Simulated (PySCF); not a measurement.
## W: electron affinity

W⁻ [Xe] 4f14 5d5 6s2 (6S) → W [Xe] 4f14 5d4 6s2 (5D), as a difference of total energies. All numbers are calculated (PySCF 2.14, a scalar-relativistic core potential, in def2-QZVPPD with the def2 core potential (60 electrons) (7s6p4d3f2g, 84 functions)). Correlated levels: valence: 5s2 5p6 frozen. The calculations carry no spin-orbit coupling.

```json
{"method": "UHF", "electron affinity (eV)": "0.531"}
{"method": "MP2 (valence)", "electron affinity (eV)": "1.077"}
{"method": "SCS-MP2 (valence)", "electron affinity (eV)": "0.534"}
{"method": "CCSD (valence)", "electron affinity (eV)": "1.164"}
{"method": "CCSD(T) (valence)", "electron affinity (eV)": "1.225"}
```

**Question.** How much does correlation contribute at CCSD(T) (valence)?

**Answer.** 1.225 − (0.531) = 0.694 eV, measured against UHF.

The reference lies between the lowest fine-structure levels, while these numbers refer to the centres of the terms.

Errors of the correlated levels include the incompleteness of this basis and the frozen core.

The coupled-cluster amplitudes are large for W⁻ (T1 above 0.03 or a double amplitude above 0.15), so a single reference is strained.

For comparison: 0.817 eV (measured; photodetachment measurements, as compiled on the Wikipedia data page of electron affinities).
